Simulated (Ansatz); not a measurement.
Ansatz results at the PBE0-D4/def2-TZVP geometry: HOMO–LUMO gap (B3LYP/def2-TZVPP) 5.27 eV; size of the dipole moment (PBE/def2-TZVPP) 2.30 D; HOMO–LUMO gap (PBE0/def2-TZVPP) 5.72 eV.

Each molecule was computed in one conformer, which needn't be the lowest.

Problem. Which molecule gave them?
A. `OC1=CC1`
B. `CO[SiH]1C=N1`
C. `O=C/N=C\[SiH3]`
D. `I[SiH]1BC1`

Solution. B. The others give `OC1=CC1`: 6.75, 1.32, 7.36; `I[SiH]1BC1`: 5.01, 1.22, 5.37; `O=C/N=C\[SiH3]`: 4.98, 2.18, 5.42.

B3LYP here is the variant with VWN-RPA as its local correlation; programs differ in this.
